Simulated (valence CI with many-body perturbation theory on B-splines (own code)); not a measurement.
Ce: calculated level list

Computed by valence CI with perturbative core correlation (CI+MBPT): four valence electrons over a frozen Dirac-Fock core [Xe], a basis of 7 s, 7 p, 7 d, 7 f, 4 g, 2 h functions for each j, with the one-electron correlation potential Σ1, the two-electron term Σ2, the three-electron term Σ3, Breit, model QED; selected CI, second order for the rest (own B-spline code, finite nucleus).

Against 70 measured levels this calculation errs by 208 cm⁻¹ on average and by 603 at most. These come from a selection out of the NIST Handbook of Basic Atomic Spectroscopic Data. Levels without a partner in it may be off by more, other configurations by several thousand cm⁻¹. Among the levels kept, up to 710 cm⁻¹ of a level comes from second order outside the variational space, and about a tenth of that is noise between levels of different J, which matters for small intervals.

Levels 181 to 217 of 217, with energies above the lowest level, 4f5d6s² ¹G°_4. "Leading %" is the weight of the configuration and term that name the level; weights of strongly mixed levels are sums over their largest components and can fall short. In the jj column 3d3/2^4 stands for four electrons in 3d with j = 3/2. Lifetimes count E1, E2, E3, M1 and M2 decay at the calculated energies, and are blank where another channel may lead or the interval is too uncertain; long ones can be off by a factor of two.

| No. | Configuration | Term | J | E (eV) | Leading % | g | Lifetime | Leading jj |
| --- | --- | --- | --- | --- | --- | --- | --- | --- |
| 181 | 4f5d6s6p | ³F | 4 | 1.761 | 19 | 1.010 | 227 ns | 4f5/2 5d3/2 6s 6p1/2 (33 %) |
| 182 | 4f5d²6s | ³F° | 4 | 1.772 | 52 | 1.197 |  | 4f7/2 5d3/2 5d5/2 6s (34 %) |
| 183 | 4f5d²6s | ³D° | 3 | 1.779 | 31 | 1.212 |  | 4f7/2 5d5/2^2 6s (31 %) |
| 184 | 4f5d²6s | ³F° | 2 | 1.782 | 20 | 1.020 |  | 4f7/2 5d3/2 5d5/2 6s (32 %) |
| 185 | 4f5d²6s | ³P° | 1 | 1.784 | 31 | 1.324 |  | 4f7/2 5d3/2 5d5/2 6s (37 %) |
| 186 | 4f²5d6s | ³K | 6 | 1.788 | 60 | 0.906 | 4.01 μs | 4f5/2 4f7/2 5d3/2 6s (45 %) |
| 187 | 4f²5d6s | ⁵I | 7 | 1.791 | 68 | 1.174 | 1.29 μs | 4f5/2 4f7/2 5d5/2 6s (49 %) |
| 188 | 4f5d²6s | ¹H° | 5 | 1.794 | 39 | 0.996 |  | 4f7/2 5d5/2^2 6s (28 %) |
| 189 | 4f²5d6s | ⁵H | 4 | 1.796 | 37 | 0.896 | 390 ns | 4f5/2 5d5/2 6s 6p1/2 (15 %) |
| 190 | 4f5d³ | ⁵H° | 5 | 1.804 | 39 | 1.122 |  | 4f5/2 5d3/2 5d5/2^2 (38 %) |
| 191 | 4f5d²6s | ³S° | 1 | 1.807 | 34 | 1.295 |  | 4f7/2 5d5/2^2 6s (21 %) |
| 192 | 4f²5d6s | ³I | 5 | 1.811 | 47 | 0.896 | 764 ns | 4f5/2^2 5d5/2 6s (22 %) |
| 193 | 4f5d6s6p | ³G | 3 | 1.817 | 39 | 0.752 | 269 ns | 4f7/2 5d3/2 6s 6p1/2 (21 %) |
| 194 | 4f²5d6s | ⁵G | 5 | 1.819 | 44 | 1.210 |  | 4f5/2 4f7/2 5d5/2 6s (30 %) |
| 195 | 4f5d6s6p | ³F | 4 | 1.820 | 18 | 1.021 | 287 ns | 4f5/2 5d3/2 6s 6p3/2 (36 %) |
| 196 | 4f²5d6s | ⁵K | 8 | 1.822 | 81 | 1.153 | 5.35 μs | 4f5/2 4f7/2 5d5/2 6s (63 %) |
| 197 | 4f5d³ | ⁵G° | 4 | 1.825 | 26 | 1.211 |  | 4f7/2 5d3/2 5d5/2 6s (17 %) |
| 198 | 4f5d²6s | ³P° | 2 | 1.829 | 43 | 1.369 |  | 4f7/2 5d5/2^2 6s (42 %) |
| 199 | 4f5d²6s | ¹F° | 3 | 1.831 | 33 | 1.010 |  | 4f7/2 5d3/2 5d5/2 6s (38 %) |
| 200 | 4f5d6s6p | ⁵H | 4 | 1.842 | 44 | 1.003 | 258 ns | 4f7/2 5d3/2 6s 6p1/2 (23 %) |
| 201 | 4f5d²6s | ³D° | 2 | 1.845 | 20 | 1.081 |  | 4f5/2 5d3/2^2 5d5/2 (20 %) |
| 202 | 4f5d²6s | ³I° | 5 | 1.845 | 34 | 0.920 |  | 4f7/2 5d3/2 5d5/2 6s (18 %) |
| 203 | 4f5d³ | ³D° | 1 | 1.852 | 28 | 0.638 |  | 4f5/2 5d3/2^2 5d5/2 (24 %) |
| 204 | 4f5d6s6p | ⁵I | 5 | 1.855 | 19 | 1.071 | 260 ns | 4f5/2 5d5/2 6s 6p1/2 (24 %) |
| 205 | 4f²5d6s | ³G | 3 | 1.861 | 26 | 0.863 | 590 ns | 4f5/2^2 5d3/2 6s (26 %) |
| 206 | 4f5d²6s | ³F° | 4 | 1.864 | 45 | 1.239 |  | 4f7/2 5d3/2 5d5/2 6s (27 %) |
| 207 | 4f5d6s6p | ³H | 6 | 1.864 | 50 | 1.172 | 495 ns | 4f5/2 5d5/2 6s 6p3/2 (31 %) |
| 208 | 4f5d²6s | ³K° | 8 | 1.864 | 51 | 1.160 | 61.2 ms | 4f7/2 5d3/2 5d5/2 6s (38 %) |
| 209 | 4f5d³ | ⁵G° | 5 | 1.868 | 47 | 1.181 |  | 4f7/2 5d3/2^2 5d5/2 (24 %) |
| 210 | 4f5d6s6p | ⁵D | 0 | 1.869 | 51 |  | 223 ns | 4f5/2 5d3/2 6s 6p3/2 (74 %) |
| 211 | 4f5d³ | ⁵H° | 6 | 1.871 | 26 | 1.216 | 400 μs | 4f5/2 5d3/2 5d5/2^2 (26 %) |
| 212 | 4f5d²6s | ³F° | 4 | 1.876 | 46 | 1.233 |  | 4f7/2 5d3/2 5d5/2 6s (36 %) |
| 213 | 4f5d6s6p | ³F | 2 | 1.879 | 34 | 0.672 | 342 ns | 4f5/2 5d5/2 6s 6p1/2 (19 %) |
| 214 | 4f5d²6s | ³D° | 3 | 1.880 | 14 | 1.206 |  | 4f7/2 5d3/2 5d5/2 6s (28 %) |
| 215 | 4f5d6s6p | ⁵I | 5 | 1.882 | 16 | 1.051 | 311 ns | 4f5/2 5d3/2 6s 6p3/2 (46 %) |
| 216 | 4f5d6s6p | ⁵D | 1 | 1.886 | 35 | 1.050 | 250 ns | 4f5/2 5d3/2 6s 6p3/2 (70 %) |
| 217 | 4f5d6s6p | ³F | 3 | 1.890 | 20 | 0.955 | 233 ns | 4f5/2 5d3/2 6s 6p3/2 (21 %) |

Names give the largest LS component (configuration and term), which can be under half, so a name can repeat, a term be missing and a line seem to break the LS rules; names also repeat where a configuration has a term twice.

Where two levels of one J and parity lie close, their mixing, g and order are uncertain.
